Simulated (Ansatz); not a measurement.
Pulling on the Ge1–O2 bond in GeO (multiplicity 1 held). Energies count from the point at 1.632 Å.


Restricted levels (R-, RO-) in cc, def2 and unpolarised 6-31G sets keep to the state of the molecule at rest. U- levels take the lowest unrestricted solution at each point, which mixes spins at long bonds. Active spaces are followed from rest. Curves can end on different states.

Correlated levels freeze the cores. Filled d and f shells under p-block atoms count as core.

Programs: Ansatz (an electronic-structure program) with Gaussian orbitals. Values without a source in brackets are computed.

```csv
level,energy at R = 6.530 Å (eV)
R-PBE/cc-pVTZ,9.263
R-B3LYP/cc-pVTZ,10.060
U-B3LYP/cc-pVTZ,6.779
U-wB97X-V/cc-pVTZ,6.853
R-MP2/cc-pVTZ,[?]
U-CCSD(T)/cc-pVTZ,6.617
"SC-NEVPT2 on CASSCF(10,8)/cc-pVTZ",6.576
"FIC-NEVPT4(SD) on CASSCF(10,8)/cc-pVTZ",6.538
"FIC-MRCISD+Q on CASSCF(10,8)/cc-pVTZ",6.597
```

Question: Some entries are withheld; supply them.

Answer: 
- R-MP2/cc-pVTZ, energy at R = 6.530 Å (eV): 11.394

Doubts at one or more of the structures used: a restricted determinant that unrestricted orbitals would lower (R-PBE/cc-pVTZ, R-B3LYP/cc-pVTZ, R-MP2/cc-pVTZ); a spin-contaminated determinant (U-B3LYP/cc-pVTZ, U-wB97X-V/cc-pVTZ, U-CCSD(T)/cc-pVTZ).
